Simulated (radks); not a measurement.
The numbers below are computed, except where a source is named.
Spherical jellium clusters: N electrons in a uniform positive sphere of charge N and radius rs N^(1/3), rs = 5.14 bohr. Level of theory: non-relativistic Kohn-Sham, LDA (Slater exchange, Perdew-Wang correlation), spin-polarised, spherical densities (a radial shooting solver with Libxc functionals). Levels are named by radial order and angular momentum (1s, 1p, 1d, 2s, ...), and open shells are averaged over m.

N = 35, configuration 1s2 1p6 1d10 2s2 1f14 2p(up 1, down 0). This is the lowest configuration that the search found. Occupied and some empty levels:

| level | occupation | eigenvalue (eV) | <r> (bohr) |
|---|---|---|---|
| 1s up | 1 | -3.9625 | 9.531 |
| 1s down | 1 | -3.8988 | 9.954 |
| 1p up | 3 | -3.5770 | 11.70 |
| 1p down | 3 | -3.5448 | 11.88 |
| 1d up | 5 | -3.1228 | 12.93 |
| 1d down | 5 | -3.1044 | 12.99 |
| 2s up | 1 | -2.9897 | 10.17 |
| 2s down | 1 | -2.9141 | 9.884 |
| 1f up | 7 | -2.5886 | 13.80 |
| 1f down | 7 | -2.5755 | 13.82 |
| 2p up | 1 | -2.2739 | 11.06 |
| 2p down | 0 | -2.1959 | 11.11 |
| 1g up | 0 | -1.9768 | 14.53 |
| 1g down | 0 | -1.9653 | 14.53 |
| 2d up | 0 | -1.5115 | 12.59 |
| 2d down | 0 | -1.4574 | 12.76 |
| 3s up | 0 | -1.4057 | 12.21 |
| 3s down | 0 | -1.3614 | 12.26 |

Energy (eV): total -65.6077, kinetic 38.700, external -2370.5, Hartree 1182.0, exchange-correlation -105.35, background 1189.6.
